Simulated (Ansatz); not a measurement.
Reaction (cleavage of the Si–Si bond): `C=C[SiH2][SiH2]Cl` + `O[SiH2]F` → `F[SiH2]O[SiH2]Cl` + `C=C[SiH3]`

Program: Ansatz. Geometries: PBE0-D4/def2-TZVP. ΔE: electronic, gas phase. CCSD(T)/CBS adds triple-zeta CCSD(T) − MP2 to the extrapolated MP2 energy (def2 sets, frozen cores). DFT in def2-TZVPP. One conformer a species, not always the lowest.

(1) Is it downhill or uphill in electronic energy at CCSD(T)/CBS, and by how much? (An estimate is asked.)

(2) What do these levels give: r2SCAN0, LC-ωPBE, SCS-MP2/def2-TZVPP, CCSD/def2-TZVPP, MP2/def2-QZVPP, SCS-MP2/def2-QZVPP? (Best estimate.)

Largest T1 diagnostic among the species: 0.011.

## Answers

(1) Computed: Downhill: ΔE = -118.7 kJ/mol.

(2) Computed: r2SCAN0 -116.7, LC-ωPBE -110.6, SCS-MP2/def2-TZVPP -129.6, CCSD/def2-TZVPP -123.6, MP2/def2-QZVPP -125.0, SCS-MP2/def2-QZVPP -129.8 kJ/mol.

From PBE to PBE0 (25 % exact exchange), in def2-TZVPP and without D4, ΔE moves by −9.0 kJ/mol. In def2-TZVPP, CCSD(T) changes the Hartree–Fock value by +26.9 kJ/mol (the triples alone add +4.0 kJ/mol) and MP2 by +22.0 kJ/mol.
